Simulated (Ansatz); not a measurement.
Tuning the range parameter of LC-ωPBE so that −HOMO meets the ionisation energy; basis def2-TZVPD, Ansatz. System: [WO3S]2- (WSO₃²⁻). Charge -2, multiplicity 1. Geometry: PBE-D4/def2-SVPD. The ionised state is a doublet.

Geometry of the singlet:

```
atom   x (Å)   y (Å)   z (Å)
  W1   0.061   0.033   0.053
  O2   0.456   1.722  -0.402
  O3  -0.513   0.027   1.752
  O4   1.564  -0.941  -0.037
  S5  -1.568  -0.840  -1.366
```

In the def2 sets W takes a core potential; there is no spin–orbit coupling. A multiply charged anion in the gas phase is held together partly by the finite basis. Removing one electron lowers the energy by 0.66 eV at PBE0-D4/def2-TZVPD, so it isn't bound. At LC-ωPBE (ω = 0.10 bohr⁻¹)/def2-TZVPD, LC-ωPBE (ω = 0.15 bohr⁻¹)/def2-TZVPD, LC-ωPBE (ω = 0.20 bohr⁻¹)/def2-TZVPD, LC-ωPBE (ω = 0.30 bohr⁻¹)/def2-TZVPD the highest occupied level of the charge -2 singlet lies above zero (up to 2.05 eV). By energy differences it is unbound by 0.78 eV (vertical, to the charge -1 doublet, at LC-ωPBE (ω = 0.10 bohr⁻¹)/def2-TZVPD) and held by the finite basis.

| ω (1/bohr) | HOMO (eV) | LUMO (eV) | vertical IE (eV) | HOMO + IE (eV) |
| --- | --- | --- | --- | --- |
| 0.15 | 1.50 | 6.87 | -0.74 | 0.75 |
| 0.2 | 1.05 | 6.92 | -0.71 | 0.34 |
| 0.3 | 0.38 | 6.96 | -0.65 | -0.27 |

Estimate the row for 0.1 bohr⁻¹.


```csv
ω (1/bohr),HOMO (eV),LUMO (eV),vertical IE (eV),HOMO + IE (eV)
0.1,2.05,6.74,-0.78,1.26
```

Where does the tuning condition hold?

Near ω = 0.26 bohr⁻¹, by linear interpolation.
